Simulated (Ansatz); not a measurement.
# One arrangement of a pair

The pair of C₂H₂ (SMILES C#C, atoms 1–4) and GeH₄ (SMILES [GeH4], atoms 5–9), both closed shells, in one local arrangement (a lower one may exist), relaxed at PBE0-D4/def2-TZVP:

```xyz
9
angstrom
C 0.0867 -0.9004 -1.9714
C 0.0701 0.2791 -2.1754
H 0.1009 -1.9496 -1.7906
H 0.0556 1.3286 -2.3548
Ge -0.0622 0.2468 1.6535
H -1.2333 -0.6499 1.2336
H -0.1622 1.5983 0.9345
H 1.2665 -0.4313 1.2985
H -0.1222 0.4784 3.1719
```

Program: Ansatz 0.2.0. Basis: def2-TZVPPD, with def2-QZVPPD for the basis limit. Cores are frozen in the correlated methods. Filled d shells of the heavier atoms are correlated. The def2 sets are not built for correlating such inner shells, so the correlated values are less sure here. B3LYP uses VWN-RPA correlation. Extrapolation: Hartree–Fock as exp(−7.88 √X), correlation as X^−2.97. Interaction energies count from these two fragments, frozen as in the pair, with the counterpoise correction; negative means bound.

**Question.** What is the interaction energy by CCSD(T) at an estimated basis limit (MP2 extrapolated from triple and quadruple zeta, plus CCSD(T) − MP2 in triple zeta)? (To be estimated.)

**Answer.** By the calculation: -4.6 kJ/mol. Hartree–Fock alone gives 2.1 kJ/mol at the basis limit, so without correlation the pair would not bind at this distance. It counts from the two fragments frozen as in the pair.

The same quantity by other methods in triple zeta, and each one's difference from that estimate:
```csv
method,E_int (kJ/mol),difference
PBE-D4,-5.6,-0.9
revPBE-D4,-4.7,-0.1
BLYP-D4,-4.2,0.5
r2SCAN-D4,-4.6,0.1
B97M-V,-5.2,-0.5
PBE0-D4,-5.3,-0.7
B3LYP-D4,-4.8,-0.1
HSE06-D4,-5.3,-0.7
wB97X-V,-5.0,-0.4
wB97M-V,-5.0,-0.3
B2PLYP,-0.7,3.9
HF,2.1,6.7
MP2,-4.4,0.3
CCSD,-2.8,1.8
CCSD(T),-3.7,0.9
```
Differences are method less estimate.

**Question.** Which atoms make the shortest contact between the fragments?

**Answer.** H4 and H7, 3.31 Å apart.

Basis-set superposition shift (counterpoise-corrected less uncorrected): CCSD(T) 2.2; MP2 2.4; HF 0.4; PBE0-D4 0.4; wB97M-V 0.5 kJ/mol.

No T1 diagnostic of these runs exceeds 0.014.

For scale, one of the runs: CCSD(T)/def2-TZVPPD, 230 basis functions, launched by `ansatz run in.yaml --threads 4 --pin off --events-out ev --progress --plain --max-ram 9574MiB`. The run took 70 s on 4 CPU threads of an Arm Neoverse V2 (shared host), with 3.9 GiB of host memory at its peak.
